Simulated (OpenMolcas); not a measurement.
Cu2+ (d9) on a cation site of an ionic host was computed by SS-CASPT2, IPEA 0.25 Eh, imaginary shift 0.1 Eh with the d shell active (OpenMolcas, ANO-RCC-VTZP on the metal). Its lowest spin-free states, and all those of the highest spin:

```json
{"2S+1": "2", "Degeneracy": "2", "E (cm-1)": "0"}
{"2S+1": "2", "Degeneracy": "3", "E (cm-1)": "7640"}
```

**Question.** Is the site octahedral, tetrahedral or cube-like, axial, or of lower symmetry?

**Answer.** The states with 2S+1 = 2 have orbital degeneracies 2, 3. Threefold states need a cubic site. For d9 at this spin an octahedron puts the twofold E below the threefold T2 and a tetrahedron or cube puts the threefold T2 below the twofold E, so the site is octahedral. The first gap at this spin, 7640 cm-1, is |10Dq| in ligand-field theory. The run had Cu2+ with its 6 nearest fluoride ions at 2.021 Å, on the Mg site of KMgF3 (a = 3.973 Å, distance in the model lattice 1.986 Å). The rest of the host is ab initio model potentials to 7.6 Å, with orthogonalisation functions on the cations behind the ligands, and point charges beyond; the distance is set by hand and nothing relaxes. Ligand basis ANO-RCC-VDZP.

Over all roots computed the reference weight is 0.74; a low but even weight reflects the number of correlated electrons. An orbital doublet at a regular site is open to a Jahn-Teller distortion, which this geometry leaves out. A single d shell leaves out the double-shell effect, which counts most for late 3d ions, where the CASPT2 field can be off either way by tens of per cent. Ligand-to-metal charge-transfer states are missing. With one d shell and no ligand orbital active, 10Dq can be off by tens of per cent for divalent 3d ions, low with halides held by bare charges and at times high in hosts, and the orbital part of g and χT goes as 1/10Dq. Free-ion shares, where given, are those of the reference states; single-state CASPT2 does not remix them. No measured value stands beside these numbers; the geometry was set by hand and not optimised.
